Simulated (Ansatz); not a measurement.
`[GaH2][GeH2][TeH]` at its PBE0-D4/def2-TZVP geometry, where that method's forces vanish. Total charge 0; spin multiplicity 1. Te: def2 effective core potential.

```xyz
8

Ga    1.4167    0.5310   -1.1688
Ge   -0.6921   -0.0597   -0.0763
Te   -0.1315   -0.6205    2.3679
H     2.6585    0.9025   -0.2837
H     1.5215    0.5351   -2.7351
H    -1.7076    1.1024   -0.1016
H    -1.3867   -1.2803   -0.7119
H    -1.6787   -1.1105    2.7095
```

Problem. What forces (eV/Å) does ωB97M-V/def2-TZVPP give on these atoms in the Gaussian-basis code of Ansatz? (Estimate.)

Solution. Computed: 
```
Ga1  0.032  0.008 -0.030
Ge2 -0.042  0.001 -0.014
Te3 -0.160 -0.020 -0.068
H4  -0.109 -0.034 -0.081
H5  -0.003  0.004  0.146
H6   0.088 -0.099  0.013
H7   0.064  0.098  0.062
H8   0.130  0.042 -0.028
```
